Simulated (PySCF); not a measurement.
## Electron correlation in Si²⁺ (silicon, charge +2)

[Ne] 3s2, closed-shell 1S. Calculation: PySCF 2.14, in aug-cc-pVDZ-DK (5s4p2d, 27 functions); the spin-free X2C one-electron Hamiltonian (Gaussian nucleus). Frozen: [Ne]; 2 electrons correlated.

Total MP2 correlation energy: -28.80 mhartree.

Same-spin part 0.00 and opposite-spin part -28.80 mhartree; SCS-MP2 scales them by 1/3 and 6/5 to -34.55 mhartree.

With two correlated electrons CCSD is exact within the correlated space (frozen core and kept virtual orbitals).

| level | correlation energy (mhartree) |
| --- | --- |
| CCSD | -43.45 |

Diagnostics: T1 = 0.0053, D1 = 0.0075, largest double amplitude 0.117.

Task: Is a single reference adequate?

Result: Mostly. T1 lies below 0.03, but a double amplitude of this size points to a near-degeneracy that CCSD handles and MP2 describes poorly.
